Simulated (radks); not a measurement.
Q: Ionisation of the rhodium ion Rh+, [Kr] 4d8, to [Kr] 4d7 as the strength of local exchange is varied. Calculated with a radial shooting solver on a logarithmic mesh with Libxc functionals: Dirac Kohn-Sham, Slater X-alpha exchange (alpha = 2/3 is LDA exchange), no correlation, spin-unpolarised, spherical densities, finite nucleus; open shells fill j = l - 1/2 first; Fermi nuclear charge, rms radius 4.4945 fm.

| alpha | E(Rh+) (hartree) | exchange (hartree) | IE (eV) | -e of the level emptied (eV) | <r> of it (bohr) |
|---|---|---|---|---|---|
| 0.667 | -4775.92822 | -129.75182 | 18.136 | 12.319 (4d5/2) | 1.573 |
| 0.779 | -4797.76588 | -152.23806 | 19.932 | 13.886 (4d5/2) | 1.527 |
| 0.818 | -4805.39364 | -160.11500 | 20.583 | 14.459 (4d5/2) | 1.512 |
| 0.911 | -4823.63200 | -178.99604 | 22.189 | 15.882 (4d5/2) | 1.477 |
| 1.012 | -4843.51751 | -199.65660 | 24.018 | 17.519 (4d5/2) | 1.442 |
| x | -4846.47774 | -202.73877 | 24.297 | 17.771 (4d5/2) | 1.437 |

Which alpha was used in the last row?

A: alpha = 1.027. NIST Atomic Spectra Database: 18.080 eV (semi-empirical). The central value is not met in this range of alpha. Spin polarisation and multiplet splitting are left out, so open shells lie too high by an amount that depends on their filling.

Beside tabulated values, note that spin-unpolarised runs miss the spin-polarisation part of the exchange energy of open shells.
